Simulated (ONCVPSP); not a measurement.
# Debugging a pseudopotential input (Sb (Z = 51), ONCVPSP 4.0.1)

Command:

```bash
oncvpsp.x < Sb.dat > Sb.out
```

Input:

```
# ATOM AND REFERENCE CONFIGURATION
# atsym  z   nc   nv     iexc    psfile
  Sb 51.00    9    2        3      upf
#
#   n    l    f
    1    0    2.00
    2    0    2.00
    2    1    6.00
    3    0    2.00
    3    1    6.00
    3    2   10.00
    4    0    2.00
    4    1    6.00
    4    2   10.00
    5    0    1.75
    5    1    0.00
#
# PSEUDOPOTENTIAL AND OPTIMIZATION
# lmax
    1
#
#   l,   rc,      ep,       ncon, nbas, qcut
    0    1.60    0.00    4    7    3.20
    1    2.15    0.00    4    8    3.60
#
# LOCAL POTENTIAL
# lloc, lpopt,  rc(5),   dvloc0
    4    5    1.20    2.00
#
# VANDERBILT-KLEINMAN-BYLANDER PROJECTORs
# l, nproj, debl
    0    2    1.90
    1    1    1.60
#
# MODEL CORE CHARGE
# icmod, fcfact, rcfact
    0    0.00    0.00
#
# LOG DERIVATIVE ANALYSIS
# epsh1, epsh2, depsh
   -2.00    5.00    0.02
#
# OUTPUT GRID
# rlmax, drl
    6.00    0.01
#
# TEST CONFIGURATIONS
# ncnf
    4
# nvcnf
#   n    l    f
    2
    5    0    2.00
    5    1    3.00
#
    2
    5    0    2.00
    5    1    2.00
#
    2
    5    0    2.00
    5    1    1.00
#
    2
    5    0    2.00
    5    1    0.00
#
```

This is an input that runs to its end, with one change: occupation of the last valence shell set to 0.00. The unchanged file is no sound one. Note: ghosts flagged at negative energy: s at -17.2 eV, p at -11.5 eV; GHOST(+) flags only above 600 eV. A true bound ghost makes a file unfit for plane-wave use.

Question: How does the run end?

Answer: The program refuses the input: "test_data: f <= 0.0, reference configuration line 11".

```
ONCVPSP  (Optimized Norm-Conservinng Vanderbilt PSeudopotential)
scalar-relativistic version 4.0.1

test_data: f <= 0.0, reference configuration line  11
ERROR: test_data found   1 ERROR; stopping
```
